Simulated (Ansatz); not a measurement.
Job for Ansatz (a quantum-chemistry and plane-wave program): U-PBE/aug-cc-pVTZ on BeH2Se (SMILES [BeH][SeH]), a point of a bond scan (R = 1.193 Å).

Ansatz 0.2 input:
```yaml
crystal:
  periodic: [false, false, false]
  atoms:
    - {symbol: Be, position_ang: [-0.68973544, -0.76066788, -1.41803736]}
    - {symbol: H, position_ang: [-1.15731654, -1.28309282, -2.38338095]}
    - {symbol: Se, position_ang: [0.09181580, 0.16025393, 0.22400564]}
    - {symbol: H, position_ang: [0.84647439, -1.06482192, 0.54659910]}
basis:
  gaussian:
    orbitals: aug-cc-pVTZ
hamiltonian:
  xc: {name: PBE}
magnetization: {spin_polarized: true, initial_magnetization: 0}
```

Program output:

```
WARN ansatz: RAYON_NUM_THREADS=1 ignored (pool sized by the plan → 1); use --threads N
Functional definition: PBE
integrals: 0.05 GiB planned
749 factors; their error is unknown
mean field: 0.59 GiB planned
mean field evaluation 1: about -65773.2264 eV, gradient 1.3e1 eV
mean field evaluation 2: about -65773.7952 eV, gradient 8.6e0 eV
mean field evaluation 4: about -65774.3192 eV, gradient 4.5e-1 eV
mean field evaluation 8: about -65774.2863 eV, gradient 2.2e-1 eV
mean field evaluation 16: about -65774.2864 eV, gradient 2.8e-5 eV
mean field -65774.28635774 eV, -2417.1604402342 hartree, gradient 2.8e-5 eV, S^2 0.000000; 0 other end points of the search recorded, 0 dependent functions left out
reference -65774.28640842 eV, -2417.1604420970 hartree; 20, 20 occupied and 131, 131 virtual orbitals, 749 factors
Total energy: -65774.28640842 eV, -2417.1604420970 hartree
```

Self-consistency was reached.

Cost: around 3 core-seconds (rough).
